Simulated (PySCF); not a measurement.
Computed spin Hamiltonian

Compound: C5H6NO2 (doublet state).
Cartesian coordinates in Å at the GFN2-xTB level; atoms count from 1:
```xyz
14
C5H6NO2 angstrom
O      2.494    0.648   -1.181
C      2.561   -0.027   -0.191
N      1.501   -0.504    0.517
C      0.179   -0.273    0.177
C     -1.012   -0.666    0.777
C     -1.807    0.000   -0.345
O     -2.694    1.023   -0.004
C     -0.432    0.388   -0.882
H      3.520   -0.339    0.264
H      1.662   -1.064    1.342
H     -1.287   -1.172    1.679
H     -2.377   -0.685   -0.977
H     -2.221    1.691    0.507
H     -0.087    0.978   -1.704
```

The hyperfine couplings belong to this conformer and change with its torsions.

The species is `O=CNC1=C[C@@H](O)[CH]1` [radical].

Level of theory: UKS B3LYP, pcH-1 on C H N O, non-relativistic, mean-field spin-orbit, GIAO (PySCF 2.14.0). One conformer (not necessarily the lowest) at the GFN2-xTB geometry, without solvent, vibrations or thermal averaging. Couplings are sensitive to structure, and on GFN2-xTB geometries they can be far from those on DFT ones. Stability of the SCF solution: not tested. ⟨S²⟩ is 0.776 where a pure state has 0.75.

```json
{
  "g1, g2, g3": "2.00231, 2.00266, 2.00276",
  "g_iso": "2.00258",
  "Form of g": "rhombic: the two nearest values differ by 23 % of g3 − g1",
  "⟨S²⟩": "0.7757 (exact 0.7500)",
  "α and β electrons": "30, 29",
  "HOMO–LUMO gap, α and β orbitals": "4.69, 4.96 eV",
  "Total energy": "-399.26923 Eh"
}
```

Hyperfine couplings atom by atom, in MHz; T1 to T3 are the principal values of the dipolar part:

| atom | isotope | a_iso | T1 | T2 | T3 | Mulliken spin population |
| --- | --- | --- | --- | --- | --- | --- |
| O1 | 17O | 0.9 | -2.5 | -1.8 | 4.2 | -0.01 |
| C2 | 13C | -0.7 | -1.5 | 0.1 | 1.4 | -0.01 |
| N3 | 14N | 0.1 | -1.2 | 0.4 | 0.8 | 0.00 |
| C4 | 13C | -49.9 | -24.9 | 11.2 | 13.7 | -0.23 |
| C5 | 13C | 66.4 | -53.6 | -51.7 | 105.3 | 0.69 |
| C6 | 13C | -30.9 | -2.3 | 0.3 | 1.9 | -0.08 |
| O7 | 17O | -2.2 | -4.8 | 0.8 | 4.0 | 0.02 |
| C8 | 13C | 65.1 | -53.2 | -51.4 | 104.6 | 0.67 |
| H9 | 1H | 0.9 | -0.6 | -0.3 | 0.9 | 0.00 |
| H10 | 1H | -0.8 | -2.3 | -1.8 | 4.1 | 0.00 |
| H11 | 1H | -45.4 | -26.8 | 0.1 | 26.7 | -0.03 |
| H12 | 1H | 11.4 | -5.1 | -0.6 | 5.7 | 0.00 |
| H13 | 1H | -1.7 | -2.8 | -2.5 | 5.3 | 0.00 |
| H14 | 1H | -46.0 | -26.5 | -0.3 | 26.8 | -0.03 |

Largest spin populations (Mulliken): C5 (+0.69), C8 (+0.67), C4 (-0.23) and C6 (-0.08). The angles at C5 add up to 359.9°, so it is planar; its axial dipolar tensor and the negative coupling of its proton fit spin in a p orbital normal to that plane.

Axes: g2 points within 11° of the C8–H14 bond.

Under fast tumbling the dipolar parts average out, and these isotropic splittings remain: 1 × 1H (H14, I = 1/2, 2 lines) with 1.64 mT, 1 × 1H (H11, I = 1/2, 2 lines) with 1.62 mT, 1 × 1H (H12, I = 1/2, 2 lines) with 0.41 mT, 1 × 1H (H13, I = 1/2, 2 lines) with 0.06 mT and 1 × 1H (H9, I = 1/2, 2 lines) with 0.03 mT.

C5 and C8, with what hangs on them, aren't averaged: C4 is flat or nearly so (angle sum 360°), and its turn about the short C4–N3 bond (1.38 Å) is taken as slow.

The 13C coupling of C5 (66.4 MHz) shows only in satellite lines or after enrichment, since that isotope makes up about 1.07 % of natural carbon.

Examples of negative spin density at the nucleus (bohr⁻³): C4 (-0.0444), C6 (-0.0274) and H14 (-0.0103).

On one thread of an Arm Neoverse V1, no GPU (shared host), this took 68 s wall (grids of density and orbitals included) and 1.0 GiB of memory at its peak.
